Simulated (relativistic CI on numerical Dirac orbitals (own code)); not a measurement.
## Pt4+: 4f photoemission

Computed with this model: Dirac-Coulomb-Breit CI, orbitals from a KLI potential per configuration, a model potential for QED, valence Slater integrals scaled by 0.8, multiplet model of photoemission in the sudden approximation; configurations [Xe] 4f14 5d6 → [Xe] 4f13 5d6; 80 K; Lorentzian 0.35 eV and Gaussian 0.5 eV FWHM. Energies are those of the free ion, without screening or charge transfer. The energies are binding energies and can lie tens of eV above those of solids. S is read from ⟨S²⟩ = S(S + 1).

Field parameters in Wybourne normalisation: D3d B²₀ = −7Dσ, B⁴₀ = −14Dq − 21Dτ, B⁴₃ = −14√(10/7) Dq. The field is a parameter set, without covalency.

free ion: ground-state S = 1.81, centroid 133.55 eV. Peaks (eV, height): 131.9 (100), 134.9 (49), 135.8 (58).

D3d, 10Dq = 38100, Dσ = 560, Dτ = 110 cm⁻¹: ground-state S = 0.20, centroid 133.86 eV. Peaks (eV, height): 132.3 (100), 135.5 (57).

Strongest unbroadened transitions for D3d, 10Dq = 38100, Dσ = 560, Dτ = 110 cm⁻¹:

```
Energy (eV)  Relative strength
     132.18               99.7
     132.26               99.7
     132.28               99.6
     132.33              100.0
     135.30               39.4
     135.39               30.6
     135.41               24.6
     135.45               18.3
     135.51               15.1
     135.56               10.2
     135.57                6.2
     135.65               26.5
     135.68               30.4
     135.81               12.5
     135.83                4.7
     135.84               16.8
     135.92                6.0
     135.93                4.9
```
